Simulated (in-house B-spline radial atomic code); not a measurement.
Neutral magnesium is squeezed into an impenetrable sphere of radius R (the orbitals vanish at R). No spin polarisation. Caution: exact exchange at fractional occupations of open shells leaves self-interaction of up to several eV. Level of theory: non-relativistic B3LYP, spherical fractional occupations, point nucleus; calculated with a radial B-spline atomic code at the basis-set limit.

Energies in eV above the free atom in [Ne] 3s2:

| R (bohr) | highest level (eV) | [Ne] 3s2 | [Ne] 3s1 3d1 | [Ne] 3s1 3p1 | -dE/dV in [Ne] 3s2 (GPa) |
| --- | --- | --- | --- | --- | --- |
| 7.81 | -5.03 | 0.1559 | 9.112 | 4.733 | 0.237 |
| 6.8 | -4.66 | 0.4597 | 10.39 | 5.336 | 0.909 |
| 5.21 | -2.85 | 2.482 | 15.1 | 8.384 | 8.4 |
| 3.91 | 2.59 | 10.33 | 26.84 | 18.21 | 66.6 |
| 3.36 | 8.43 | 19.82 | 38.3 | 29.14 | 186 |
| 3.29 | 9.49 | 21.62 | 40.32 | 31.15 | 214 |
| 2.45 | 35.2 | 68.25 | 86.59 | 80.72 | 1510 |
| 2.15 | 57 | 110.9 | 124.8 | 123.9 | 3550 |
| 1.71 | 124 | 254.5 | 246.6 | 264.6 | 15700 |
| 1.57 | 162 | 344.5 | 321.4 | 351.2 | 27100 |

(1) Does [Ne] 3s1 3d1 fall below [Ne] 3s2 under compression?

(2) Does [Ne] 3s1 3p1 fall below [Ne] 3s2 under compression?

The highest level is first positive in the row R = 3.91 bohr, pushed up by confinement above the zero of the free ion's potential. Each configuration is held fixed and needn't be the lowest in the sphere.

Results:

(1) Yes, between R = 2.15 and 1.71 bohr the order changes (near 1.87 bohr by linear interpolation).

(2) No, it stays above over the whole range.
